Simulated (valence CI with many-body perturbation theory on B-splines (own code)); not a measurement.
## Rh³⁹⁺: calculated level list

Calculated by relativistic CI+MBPT: four valence electrons over a frozen Dirac-Fock core [He], radial functions for each j: 11 s, 11 p, 10 d, 8 f, 5 g, 2 h, with the one-electron correlation potential Σ1, the two-electron term Σ2, the three-electron term Σ3, Breit, model QED; selected CI, second order for the rest, scaled by the run's own slope (own B-spline code, finite nucleus).

The last digits are not significant, and no measured levels were compared; by estimate large intervals hold to a few tenths of a per cent, small ones and those within an open d or f shell to about a per cent. Among the levels kept, up to 980 cm⁻¹ of a level comes from second order outside the variational space, and about a tenth of that is noise between levels of different J, which matters for small intervals.

Levels 91 to 135 of 204, with energies above the lowest level, (2s^2 2p1/2^2) J=0. "Leading %" is the weight of the configuration and term that name the level; weights of strongly mixed levels are sums over their largest components and can fall short. In the jj column 3d3/2^4 stands for four electrons in 3d with j = 3/2. Lifetimes count E1, E2, E3, M1 and M2 decay at the calculated energies, and are blank where another channel may lead or the interval is too uncertain; long ones can be off by a factor of two.

| No. | Configuration | Term | J | E (Ry) | Leading % | Second component | Lifetime | Leading jj |
| --- | --- | --- | --- | --- | --- | --- | --- | --- |
| 91 | 2s 2p2 3p | 3P° | 1 | 276.42 | 40 | 25 % 2s 2p2 3p 3S° | 35.2 fs | 2s 2p1/2 2p3/2 3p3/2 (93 %) |
| 92 | 2s 2p2 3p | 3P° | 0 | 276.44 | 84 | 15 % 2s 2p2 3p 1S° | 716 fs | 2s 2p1/2 2p3/2 3p3/2 (98 %) |
| 93 | 2s 2p2 3d | 3D | 1 | 276.47 | 36 | 28 % 2s 2p2 3d 3P | 7.37 fs | 2s 2p1/2 2p3/2 3d5/2 (91 %) |
| 94 | 2s 2p2 3p | 3D° | 2 | 276.48 | 39 | 25 % 2s 2p2 3p 1D° | 35.7 fs | 2s 2p1/2 2p3/2 3p3/2 (93 %) |
| 95 | 2s 2p2 3d | 5F | 5 | 276.48 | 54 | 46 % 2s 2p2 3d 3G | 149 ps | 2s 2p1/2 2p3/2 3d5/2 (96 %) |
| 96 | 2s 2p2 3d | 5P | 2 | 276.58 | 33 | 23 % 2s 2p2 3d 3D | 4.16 fs | 2s 2p1/2 2p3/2 3d3/2 (91 %) |
| 97 | 2s 2p2 3d | 3F | 3 | 276.62 | 34 | 31 % 2s 2p2 3d 5D | 4.36 fs | 2s 2p1/2 2p3/2 3d3/2 (60 %) |
| 98 | 2s 2p2 3d | 5P | 1 | 276.78 | 49 | 20 % 2s 2p2 3d 3P | 3.63 fs | 2s 2p1/2 2p3/2 3d3/2 (90 %) |
| 99 | 2s 2p2 3p | 3P° | 1 | 276.85 | 56 | 19 % 2s 2p2 3p 1P° | 258 fs | 2s 2p1/2 2p3/2 3p3/2 (93 %) |
| 100 | 2s 2p2 3s | 3D | 3 | 276.90 | 42 | 39 % 2s 2p2 3s 5P | 17.1 fs | 2s 2p3/2^2 3s (79 %) |
| 101 | 2s 2p2 3d | 3P | 2 | 277.62 | 31 | 19 % 2s 2p2 3d 3F | 12.1 fs | 2s 2p1/2 2p3/2 3d5/2 (70 %) |
| 102 | 2s 2p2 3d | 3D | 3 | 277.89 | 51 | 20 % 2s 2p2 3d 1F | 8.53 fs | 2s 2p1/2 2p3/2 3d5/2 (74 %) |
| 103 | 2s 2p2 3s | 3P | 2 | 278.04 | 41 | 24 % 2s 2p2 3s 1D | 28.5 fs | 2s 2p3/2^2 3s (87 %) |
| 104 | 2s 2p2 3d | 3F | 4 | 278.12 | 53 | 28 % 2s 2p2 3d 1G | 4.50 fs | 2s 2p1/2 2p3/2 3d5/2 (77 %) |
| 105 | 2s 2p2 3d | 3D | 1 | 278.29 | 56 | 17 % 2s 2p2 3d 3P | 5.44 fs | 2s 2p1/2 2p3/2 3d5/2 (88 %) |
| 106 | 2s 2p2 3d | 3P | 0 | 278.54 | 74 | 21 % 2s 2p2 3d 1S | 4.99 fs | 2s 2p1/2 2p3/2 3d5/2 (92 %) |
| 107 | 2s 2p2 3d | 3G | 3 | 278.93 | 57 | 19 % 2s 2p2 3d 1F | 61.4 fs | 2s 2p1/2 2p3/2 3d3/2 (97 %) |
| 108 | 2s 2p2 3d | 3F | 2 | 279.32 | 49 | 26 % 2s 2p2 3d 1D | 8.59 fs | 2s 2p1/2 2p3/2 3d3/2 (77 %) |
| 109 | 2s 2p2 3d | 3D | 1 | 279.52 | 55 | 21 % 2s 2p2 3d 1P | 19.6 fs | 2s 2p1/2 2p3/2 3d3/2 (89 %) |
| 110 | 2p3 3s | 3P° | 2 | 279.72 | 39 | 34 % 2p3 3s 5S° | 77.7 fs | 2p1/2^2 2p3/2 3s (91 %) |
| 111 | 2s 2p2 3d | 3F | 2 | 280.10 | 33 | 28 % 2s 2p2 3d 1D | 3.76 fs | 2s 2p1/2 2p3/2 3d3/2 (89 %) |
| 112 | 2s 2p2 3d | 3D | 1 | 280.16 | 38 | 38 % 2s 2p2 3d 1P | 4.05 fs | 2s 2p1/2 2p3/2 3d3/2 (80 %) |
| 113 | 2s 2p2 3d | 3D | 3 | 280.17 | 44 | 29 % 2s 2p2 3d 3F | 13.7 fs | 2s 2p1/2 2p3/2 3d5/2 (93 %) |
| 114 | 2s 2p2 3d | 3G | 4 | 280.20 | 39 | 36 % 2s 2p2 3d 3F | 21.0 fs | 2s 2p1/2 2p3/2 3d5/2 (98 %) |
| 115 | 2p3 3s | 3S° | 1 | 280.28 | 27 | 26 % 2p3 3s 3D° | 33.7 fs | 2p1/2^2 2p3/2 3s (91 %) |
| 116 | 2s 2p2 3d | 3P | 0 | 280.51 | 68 | 30 % 2s 2p2 3d 1S | 4.34 fs | 2s 2p1/2 2p3/2 3d3/2 (96 %) |
| 117 | 2s 2p2 3d | 3P | 2 | 280.68 | 37 | 24 % 2s 2p2 3d 3D | 3.75 fs | 2s 2p1/2 2p3/2 3d5/2 (86 %) |
| 118 | 2s 2p2 3d | 3P | 1 | 280.76 | 42 | 24 % 2s 2p2 3d 3S | 5.31 fs | 2s 2p1/2 2p3/2 3d5/2 (71 %) |
| 119 | 2s 2p2 3d | 3F | 3 | 280.86 | 39 | 37 % 2s 2p2 3d 1F | 4.38 fs | 2s 2p1/2 2p3/2 3d5/2 (92 %) |
| 120 | 2s 2p2 3d | 3D | 2 | 281.12 | 48 | 15 % 2s 2p2 3d 3P | 6.16 fs | 2s 2p1/2 2p3/2 3d5/2 (91 %) |
| 121 | 2s 2p2 3p | 3P° | 2 | 281.15 | 30 | 19 % 2s 2p2 3p 3D° | 56.4 fs | 2s 2p3/2^2 3p1/2 (95 %) |
| 122 | 2s 2p2 3p | 3D° | 3 | 281.40 | 48 | 16 % 2s 2p2 3p 3F° | 22.7 fs | 2s 2p3/2^2 3p1/2 (95 %) |
| 123 | 2s 2p2 3s | 3S | 1 | 281.61 | 60 | 11 % 2s 2p2 3s 3P | 41.7 fs | 2s 2p3/2^2 3s (82 %) |
| 124 | 2s 2p2 3s | 1P | 1 | 281.82 | 50 | 22 % 2s 2p2 3s 3D | 27.1 fs | 2s 2p3/2^2 3s (92 %) |
| 125 | 2s 2p2 3s | 3P | 2 | 281.94 | 61 | 13 % 2s 2p2 3s 1D | 70.7 fs | 2s 2p3/2^2 3s (87 %) |
| 126 | 2s 2p2 3s | 1S | 0 | 282.56 | 71 | 27 % 2s 2p2 3s 3P | 67.5 fs | 2s 2p3/2^2 3s (96 %) |
| 127 | 2p3 3p | 3P | 1 | 282.81 | 26 | 26 % 2p3 3p 5P | 27.9 fs | 2p1/2^2 2p3/2 3p1/2 (91 %) |
| 128 | 2p3 3p | 3P | 2 | 282.94 | 22 | 20 % 2p3 3p 3D | 33.1 fs | 2p1/2^2 2p3/2 3p1/2 (90 %) |
| 129 | 2s 2p2 3p | 3D° | 3 | 283.71 | 54 | 26 % 2s 2p2 3p 5P° | 33.1 fs | 2s 2p3/2^2 3p3/2 (96 %) |
| 130 | 2s 2p2 3p | 3F° | 4 | 283.73 | 53 | 47 % 2s 2p2 3p 5D° | 5.89 ps | 2s 2p3/2^2 3p3/2 (96 %) |
| 131 | 2s 2p2 3p | 3P° | 1 | 284.13 | 33 | 31 % 2s 2p2 3p 1P° | 15.4 fs | 2s 2p3/2^2 3p3/2 (88 %) |
| 132 | 2s 2p2 3p | 3P° | 2 | 285.28 | 47 | 24 % 2s 2p2 3p 1D° | 14.5 fs | 2s 2p3/2^2 3p3/2 (94 %) |
| 133 | 2s 2p2 3p | 3P° | 0 | 285.47 | 79 | 11 % 2s 2p2 3p 1S° | 2.64 ps | 2s 2p3/2^2 3p1/2 (94 %) |
| 134 | 2s 2p2 3p | 3P° | 1 | 285.54 | 33 | 26 % 2s 2p2 3p 3S° | 27.3 fs | 2s 2p3/2^2 3p1/2 (94 %) |
| 135 | 2s 2p2 3p | 3P° | 1 | 285.69 | 52 | 22 % 2s 2p2 3p 1P° | 21.0 fs | 2s 2p3/2^2 3p1/2 (91 %) |
